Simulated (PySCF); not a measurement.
C2H5F2NSi, SMILES F[SiH](/C=N/C)F.

The structure is a stationary point at r2SCAN-D4/def2-SVP. The structure was generated by enumeration; whether it is a known compound was not checked. The values are those of a single conformer.

Two levels are set side by side: TDA-PBE/def2-SVPD (PySCF) and TDA-B3LYP/def2-SVPD (PySCF). Vertical, same geometry. The lowest singlet is HOMO→LUMO 99 % with PBE and HOMO→LUMO 99 % with the other functional; states are paired by order. Differences are taken from unrounded values.

| quantity | TDA-PBE |
|---|---|
| lowest singlet excitation (eV) | 4.15 |
| lowest triplet excitation (TDA) (eV) | 3.28 |
| first bright state (f over 0.05) (eV) | 6.40 |
| its oscillator strength | 0.07 |

These are the TDA-PBE values. What does TDA-B3LYP give? (The exact figures need the calculation; the answer reports its results.)


```json
[
 {"quantity": "lowest singlet excitation (eV)", "TDA-B3LYP": "4.35", "TDA-PBE minus TDA-B3LYP": "-0.19"},
 {"quantity": "lowest triplet excitation (TDA) (eV)", "TDA-B3LYP": "3.46", "TDA-PBE minus TDA-B3LYP": "-0.18"},
 {"quantity": "first bright state (f over 0.05) (eV)", "TDA-B3LYP": "6.97", "TDA-PBE minus TDA-B3LYP": "-0.56"},
 {"quantity": "its oscillator strength", "TDA-B3LYP": "0.09", "TDA-PBE minus TDA-B3LYP": "-0.02"}
]
```

A lower first singlet is the usual sign of a functional without exact exchange. Differences between two approximate levels are no errors against the true value.

Rough cost on one machine, each run with all the roots and properties that it gave: TDA-B3LYP against TDA-PBE about 2 times.
